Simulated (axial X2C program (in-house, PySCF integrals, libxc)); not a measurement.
# BeCl⁺: from Re and ωe to a spectrum

A bond curve at the CCSD(T) level, with spin–orbit coupling, was computed with an axial X2C code built on PySCF integrals (basis Cl dyall-av3z [9s8p3d2f], Be dyall-cv3z [8s8p3d1f] (cores contracted in-house)) for the state Ω = 0 (closed shell). Its fit gives Re = 1.7282 Å, ωe = 1007.5 cm⁻¹, ωexe = 5.21 cm⁻¹ and αe = 6.108e-03 cm⁻¹; the masses are 34.9689 and 9.0122 u. Two-component means X2C with spin–orbit coupling and atomic mean-field Coulomb and Gaunt terms.

Correlated methods: 8 electrons correlated (number of frozen shells: Cl 2 s, 1 p; Be 1 s), 176 virtual spin orbitals or spinors in MP2, 90 natural virtuals in coupled cluster.

Problem. Find the reduced mass, Be and the force constant.

Solution. From the CCSD(T) values: μ = 7.1655 u. Be = 16.8576/(μ Re²) = 0.7877 cm⁻¹. k = 5.8918×10⁻⁷ μ ωe² = 4.29 mdyn/Å.

Problem. Where do the fundamental and the first overtone lie?

Solution. ν(1←0) = ωe − 2ωexe = 997.1 cm⁻¹; ν(2←0) = 2ωe − 6ωexe = 1983.7 cm⁻¹.

Problem. Estimate De from a Morse curve and compare with the computed well depth of 4.422 eV to Cl + Be+.

Solution. De(Morse) = ωe²/(4ωexe) = 6.039 eV against 4.422 eV computed, a ratio of 1.37. The extrapolation overshoots: the well softens faster than a Morse curve, or the lowest atomic limit lies below the one to which the curve heads.

Problem. Give B0, the J = 1←0 line in GHz and the most populated J at 300 K (kT = 208.5 cm⁻¹).

Solution. B0 = Be − αe/2 = 0.7846 cm⁻¹; 2B0 = 47.05 GHz; J(max) ≈ √(kT/2B0) − 1/2 = 11.0, so J = 11.

Problem. Estimate the centrifugal constant by the Kratzer relation.

Solution. D = 4Be³/ωe² = 1.93e-06 cm⁻¹.

One determinant describes the state; a PBE0 search over occupations chose it and may have missed a lower one. De is counted from the lowest determinant-based energies of the atoms at the same level, without counterpoise correction. CCSD and (T) use frozen natural virtuals with an MP2 correction for the truncation; (T) itself is uncorrected, so its De runs slightly low.
